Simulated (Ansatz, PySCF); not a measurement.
Ways to break one bond of FCF:

A. FCF [difluoromethane] → [CH2]F + F atom
B. FCF → F[CH]F + H atom

Quantity: bond dissociation energy (enthalpy at 298 K, with B3LYP-D3(BJ) rigid-rotor harmonic-oscillator terms from PySCF), kcal/mol. Structures are relaxed separately at B3LYP-D3(BJ)/def2-TZVP in Ansatz (a first-principles code). Cores are frozen in the correlated levels unless marked. Open shells are spin-unrestricted. Spin-orbit coupling is left out. No relativistic terms. CBS(X,Y): correlation extrapolated as X^-3; Hartree-Fock from the larger set. [CCSD(T)-MP2]/basis is that difference in the basis named.

```
   PBE-D3(BJ)/def2-TZVPD (Ansatz + dftd3)  r2SCAN/def2-TZVPD (Ansatz)  CAM-B3LYP-D4/def2-TZVPD (Ansatz + dftd4)  RI-MP2/CBS(cc-pVTZ,cc-pVQZ)+[CCSD(T)-MP2]/cc-pVTZ (Ansatz)
-  --------------------------------------  --------------------------  ----------------------------------------  ----------------------------------------------------------
A                                   122.3                       115.4                                     118.0                                                         ___
B                                    95.8                        95.2                                      99.0                                                         ___
```

**Question.** Some entries are withheld; supply them.

**Answer.** 
- A, RI-MP2/CBS(cc-pVTZ,cc-pVQZ)+[CCSD(T)-MP2]/cc-pVTZ (Ansatz): 120.6
- B, RI-MP2/CBS(cc-pVTZ,cc-pVQZ)+[CCSD(T)-MP2]/cc-pVTZ (Ansatz): 102.7
